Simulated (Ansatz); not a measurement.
Reactions of C5H6F4O4Ti, SMILES `CC1=CC(C(F)(F)F)=[O+][Ti-]([OH])([OH])([F])[O]1`.

Computed with Ansatz on PBE0-D4/def2-TZVP structures; ΔE is electronic, products minus reactants. CCSD(T)/CBS adds triple-zeta CCSD(T) − MP2 to the extrapolated MP2 energy (def2 sets, frozen cores). This one scheme is used for every species. For Ti outer-core shells are correlated without core-valence functions, which leaves a few kJ/mol of doubt a bond. Scalar relativity is left out up to krypton. Each species was taken in one conformer, which may not be the lowest.

Problem. Order these by ΔE at CCSD(T)/CBS, lowest first. (An estimate is asked.)
A. `CC1=CC(C(F)(F)F)=[O+][Ti-]([OH])([OH])([F])[O]1` + HCl → `CC1=CC(C(F)(F)F)=[O+][Ti-]([OH])([F])([Cl])[O]1` + H₂O
B. `CC1=CC(C(F)(F)F)=[O+][Ti-]([OH])([OH])([F])[O]1` + `[OH][Ti]([Cl])([Cl])[Cl]` → `CC1=CC(C(F)(F)F)=[O+][Ti-]([Cl])([Cl])([Cl])[O]1` + `[OH][Ti]([OH])([OH])[F]`
C. `CC1=CC(C(F)(F)F)=[O+][Ti-]([OH])([OH])([F])[O]1` + H–F → `CC1=CC(C(F)(F)F)=[O+][Ti-]([OH])([F])([F])[O]1` + H₂O
D. `CC1=CC(C(F)(F)F)=[O+][Ti-]([OH])([OH])([F])[O]1` + `[OH][Ti]([OH])([F])[Cl]` → `CC1=CC(C(F)(F)F)=[O+][Ti-]([OH])([F])([Cl])[O]1` + `[OH][Ti]([OH])([OH])[F]`

Solution. C (-42.6 kJ/mol), A (-29.9 kJ/mol), D (+4.5 kJ/mol), B (+17.9 kJ/mol).

Largest T1 diagnostic: 0.024, for `[OH][Ti]([Cl])([Cl])[Cl]`.
